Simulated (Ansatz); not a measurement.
Two structures, one formula

Two relaxed structures of AlBH4Te, singlet (PBE0-D4/def2-TZVP; forces vanish, vibrations not checked).

A:

B1  (-0.158, 0.501, -0.746)
Te2  (-1.798, -0.656, -0.110)
Al3  (1.462, 0.958, 0.440)
H4  (-2.382, -1.438, -1.480)
H5  (-1.534, -2.209, 0.558)
H6  (2.866, 0.261, 0.162)
H7  (1.347, 2.175, 1.461)
(Å)

B:

B1  (-0.597, -0.692, -0.590)
Te2  (1.705, -0.300, -0.087)
Al3  (-0.587, 1.181, 0.205)
H4  (-0.573, -0.646, -1.792)
H5  (-1.015, -1.664, -0.036)
H6  (1.605, -0.524, 1.558)
H7  (-0.478, 2.635, 0.826)
(Å)

Computed with Ansatz 0.2.0 (basis: def2-TZVPP); correlated methods freeze the cores. Filled d shells of the heavier atoms are correlated. Core potentials replace the inner electrons of the atoms past krypton. The def2 sets are not built for correlating such inner shells, so the correlated values are less sure here. B3LYP uses VWN-RPA correlation.

(1) Which structure is lower at CCSD(T), and by how much? (Judge from chemistry; the value comes from the calculation.)

No T1 diagnostic of these runs exceeds 0.017. The restricted Hartree–Fock reference is unstable towards an unrestricted one at one or more of these structures.

Results:

(1) The calculation gives: B, by 3.699 eV (electronic energy, against the other). By their contacts, A is AlBH₄Te ([AlH2][B][TeH2]) and B is AlBH₄Te ([BH2]1[AlH][TeH]1).

All methods give the same order:

| method | E(B) − E(A) (eV) |
| --- | --- |
| PBE-D4 | -3.729 |
| r2SCAN-D4 | -3.763 |
| PBE0-D4 | -3.852 |
| B3LYP-D4 | -3.695 |
| wB97M-V | -3.913 |
| HF | -3.634 |
| MP2 | -4.022 |
| CCSD | -3.716 |
| CCSD(T) | -3.699 |

Labels in which every atom is bracketed show which atoms are joined, not bond orders.

For scale, one of the runs: CCSD(T)/def2-TZVPP, 179 basis functions, launched by `ansatz run in.yaml --threads 2 --pin off --events-out ev --progress --plain --max-ram 4352MiB`. Time: 68 s of wall clock on 2 CPU threads of an Arm Neoverse V2; the host was shared. Peak host memory: 1.8 GiB.
